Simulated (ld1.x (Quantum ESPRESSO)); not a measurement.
# Ranking TM potentials for C (Z = 6)

All share these settings but for the change named:

```json
{"Element": "carbon (C)", "Generator": "ld1.x (Quantum ESPRESSO) 7.5", "Type": "norm-conserving Troullier–Martins (Kleinman–Bylander form)", "Functional": "PBE", "Relativity": "scalar-relativistic", "Frozen core": "[He]", "Valence charge": "4", "Reference configuration": "2s1 2p3", "Partial waves": "2s (bound): rc 1.30 bohr; 3d channel at 0.1 Ry: rc 1.90 bohr; 2p (bound): rc 2.05 bohr", "Local potential": "the p channel", "Core correction": "none"}
```

Cutoff: the first of the cutoffs (Ry, on a coarse ladder) from which the occupation-weighted sum of valence levels, in a spherical-Bessel basis at the reference potential, stays within 10 and 1 mRy of its value at 400 Ry; the density cutoff is not measured.

The base gives 30 Ry.

Of 7 variants that were run, those that failed, showed a ghost or another fault, or gave nearly equal values are left out.

A variant can come out equal or close to the base.

Q: Rank these variants from softest to hardest (loose cutoff).
A. wave 2p (bound): rc 2.05 bohr becomes 2p (bound): rc 3.14 bohr
B. wave 2s (bound): rc 1.30 bohr becomes 2s (bound): rc 1.76 bohr
C. all radii scaled by about 0.94 (s 1.22, p 1.94, d 1.80 bohr)

A: A (25 Ry), B (30 Ry), C (35 Ry).
